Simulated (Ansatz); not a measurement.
All values below come from frozen-core CCSD(T)/def2-TZVPP // r2SCAN-D4/def2-SVP (Ansatz, a first-principles code).

Ansatz 0.2 input:
```yaml
crystal:
  periodic: [false, false, false]
  atoms:
    - { symbol: Ti, position_ang: [-0.000003, 0.0, 0.000001] }
    - { symbol: Cl, position_ang: [0.147162, -0.556924, -2.088534] }
    - { symbol: Cl, position_ang: [1.180047, 1.781481, 0.357243] }
    - { symbol: Cl, position_ang: [-2.07135, 0.393905, 0.498147] }
    - { symbol: Cl, position_ang: [0.744137, -1.618458, 1.233148] }
basis:
  gaussian: { orbitals: def2-TZVPP }
correlation:
  method: ccsd_t
```

Output:

```
Functional definition: HF
1446 factors; integrals over basis functions are off by at most 5.9e-4 eV
mean field evaluation 1: about -73103.4960 eV, gradient 4.6e1 eV
mean field evaluation 2: about -73103.7142 eV, gradient 4.6e1 eV
mean field evaluation 4: about -73109.0921 eV, gradient 5.2e0 eV
mean field evaluation 8: about -73109.2000 eV, gradient 7.1e-1 eV
mean field evaluation 16: about -73103.4955 eV, gradient 4.6e1 eV
mean field -73109.20479387 eV, -2686.7137209757 hartree, gradient 7.7e-6 eV, S^2 0.000000; 0 other end points of the search recorded, 0 dependent functions left out
25 core orbitals not correlated
reference -73109.20479387 eV, -2686.7137209757 hartree; 20, 20 occupied and 187, 187 virtual orbitals, 1446 factors
second order -32.60499902 eV of doubles, -0.00000000 eV of singles
cycle   1  -31.77999156 eV  change    8.3e-1 eV  update   3.2e-1
cycle   2  -33.25715200 eV  change    -1.5e0 eV  update   2.8e-1
cycle   3  -33.58143218 eV  change   -3.2e-1 eV  update   6.5e-2
cycle   4  -33.57195361 eV  change    9.5e-3 eV  update   2.4e-2
cycle   5  -33.55321078 eV  change    1.9e-2 eV  update   8.6e-3
cycle   6  -33.54705990 eV  change    6.2e-3 eV  update   3.1e-3
cycle   7  -33.54693924 eV  change    1.2e-4 eV  update   1.7e-3
cycle   8  -33.54712686 eV  change   -1.9e-4 eV  update   7.8e-4
cycle   9  -33.54777958 eV  change   -6.5e-4 eV  update   3.0e-4
cycle  10  -33.54784968 eV  change   -7.0e-5 eV  update   7.3e-5
cycle  11  -33.54771661 eV  change    1.3e-4 eV  update   2.6e-5
cycle  12  -33.54768812 eV  change    2.8e-5 eV  update   1.6e-5
perturbative correction -2.06773670 eV, -0.0759879223 hartree
Total energy: -73144.82021869 eV, -2688.0225636970 hartree
```

Cost: very roughly 100 core-seconds.
